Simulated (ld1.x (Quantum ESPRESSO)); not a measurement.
# Transferability test, RRKJ potential for Cl

| Item | Value |
| --- | --- |
| Element | chlorine (Cl) |
| Generator | ld1.x (Quantum ESPRESSO) 7.5 |
| Type | norm-conserving RRKJ (Kleinman–Bylander form) |
| Functional | PBEsol |
| Relativity | scalar-relativistic |
| Frozen core | [Ne] |
| Valence charge | 7 |
| Reference configuration | 3s2 3p4 (charge +1) |
| Partial waves | 3p (bound): rc 1.15 bohr; 3d channel at -0.05 Ry: rc 1.20 bohr; 3s (bound): rc 1.00 bohr |
| Local potential | the s channel |
| Core correction | none |
| rho0 | 0.02 |

Energies are relative to the spin-unpolarised reference configuration 3s2 3p4; without spin polarisation the order of configurations can differ from experiment.

```json
{"valence configuration": "3s2 3p5", "charge": "0", "ΔE all-electron (eV)": "-13.835", "error AE − PS (meV)": "+6.6"}
{"valence configuration": "3s2 3p3", "charge": "+2", "ΔE all-electron (eV)": "25.398", "error AE − PS (meV)": "+11"}
{"valence configuration": "3s2 3p2", "charge": "+3", "ΔE all-electron (eV)": "63.653", "error AE − PS (meV)": "+68"}
{"valence configuration": "3s1 3p6", "charge": "0", "ΔE all-electron (eV)": "-1.722", "error AE − PS (meV)": "+15"}
{"valence configuration": "3s2 3p4.5", "charge": "+0.5", "ΔE all-electron (eV)": "-8.271", "error AE − PS (meV)": "+2.5"}
{"valence configuration": "3s1 3p5", "charge": "+1", "ΔE all-electron (eV)": "12.669", "error AE − PS (meV)": "+8.2"}
```

Problem. What are ΔE and the potential's error for 3s2 3p5.3?

Solution. ΔE = -15.964 eV all-electron; the error (AE − PS) is +9.2 meV.

Levels in the configuration 3s2 3p2:

```json
{"level": "3s", "all-electron (eV)": "-58.785", "pseudo (eV)": "-58.696"}
{"level": "3p", "all-electron (eV)": "-45.062", "pseudo (eV)": "-44.967"}
```
